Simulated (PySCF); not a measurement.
Computed shifts of a molecule C2H8FNSi, PBE/pcSseg-1 run with PySCF, GIAO, gas phase, atoms alike by connectivity averaged where their shifts nearly agree, in ppm (number of nuclei): ¹³C: -0.7 (2). ²⁹Si: 12.9 (1). ¹⁵N: 42.4 (1). ¹⁹F: -162.2 (1). ¹H: 1.10 (2), 0.39 (6). References: ¹³C against TMS (σ = 182.0 ppm); ²⁹Si against TMS (σ = 335.4 ppm); ¹⁵N against NH3 (σ = 267.0 ppm); ¹⁹F against CFCl3 (σ = 133.6 ppm); ¹H against TMS (σ = 31.49 ppm), references at their B3LYP-D3(BJ)/def2-TZVP geometries, non-relativistic. Geometry optimised at ωB97X-D3(BJ)/def2-SVP. The values are those of a single conformer.

Which structure fits?
(A) CN[Si@H](C)F
(B) C[C@@H](N)[SiH2]F
(C) CN(C)[SiH2]F
(D) C[Si](C)(N)F

D, C[Si](C)(N)F
